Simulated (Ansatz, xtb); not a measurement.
**Relative energy of two isomers of CH4O2Se**

Structure X is `OCO[SeH]`, a singlet and structure Y is `OC[Se]O`, a singlet. Both are isolated molecules in the gas phase, relaxed with B3LYP-D3(BJ)/def2-SVP; each stands in its lowest conformer found.

X (Å):

```json
{"atom": "C", "x (Å)": "0.0310", "y (Å)": "-1.0374", "z (Å)": "1.8226"}
{"atom": "O", "x (Å)": "1.1704", "y (Å)": "-1.4905", "z (Å)": "2.4762"}
{"atom": "O", "x (Å)": "0.1771", "y (Å)": "0.2534", "z (Å)": "1.2798"}
{"atom": "Se", "x (Å)": "1.3726", "y (Å)": "0.3787", "z (Å)": "-0.1162"}
{"atom": "H", "x (Å)": "1.3535", "y (Å)": "-0.8830", "z (Å)": "3.2074"}
{"atom": "H", "x (Å)": "-0.1971", "y (Å)": "-1.7864", "z (Å)": "1.0449"}
{"atom": "H", "x (Å)": "-0.8359", "y (Å)": "-0.9304", "z (Å)": "2.5050"}
{"atom": "H", "x (Å)": "0.3234", "y (Å)": "0.5651", "z (Å)": "-1.1484"}
```

Y (Å):

```xyz
8

C     0.8323   -1.1516    0.2402
O    -1.1194    0.5372    1.1103
O     0.1778   -0.8724   -0.9415
Se   -0.4495   -1.0535    1.7698
H    -0.6478    1.2477    1.5718
H     1.6485   -0.4408    0.4722
H     1.2377   -2.1754    0.2222
H    -0.3725   -0.0872   -0.7694
```

Problem. Estimate E(Y) − E(X) at the level CCSD(T)/def2-TZVP.

Solution. Calculated at CCSD(T)/def2-TZVP: E(Y) − E(X) = −0.139 eV, so structure Y lies lower.

The same difference at several levels:

```csv
level,geometry,E(Y) − E(X) (eV),departure from the last row (eV),"job, with rough time for the two"
GFN2-xTB,GFN2-xTB,+0.054,+0.193,"optimisation, 0.29 s"
HF/STO-3G,GFN2-xTB,+0.192,+0.331,"single point, 0.63 s"
r2SCAN-D4/def2-SVP,GFN2-xTB,−0.053,+0.086,"single point, 3.2 s"
B3LYP-D3(BJ)/def2-SVP,B3LYP-D3(BJ)/def2-SVP,−0.050,+0.089,"optimisation, 44 s"
HF/def2-TZVP,B3LYP-D3(BJ)/def2-SVP,+0.018,+0.158,part of the CCSD(T) run
MP2/def2-TZVP,B3LYP-D3(BJ)/def2-SVP,−0.193,−0.054,part of the CCSD(T) run
CCSD(T)/def2-TZVP,B3LYP-D3(BJ)/def2-SVP,−0.139,,"single point, 2.5 min"
```

As drawn, Y has 1 C–Se, 1 O–H in place of 1 C–O, 1 Se–H.

GFN2-xTB, HF/STO-3G put the two in the other order. HF/def2-TZVP finds them nearly level. The largest departure from CCSD(T)/def2-TZVP is that of HF/STO-3G, 0.331 eV.

With harmonic frequencies from B3LYP-D3(BJ)/def2-SVP (ideal gas, rigid rotor, one conformer each, 400 K, 1 atm): the zero-point term adds +0.057 eV; ΔH is −0.081 and ΔG −0.071 eV.

The correlated steps freeze 12 core orbitals; the filled d shell of Se is correlated, in a basis made for valence electrons. Run with Ansatz 0.2.0, xtb 6.7.1; the last row on 2 threads of Arm Neoverse V1 on a shared host.
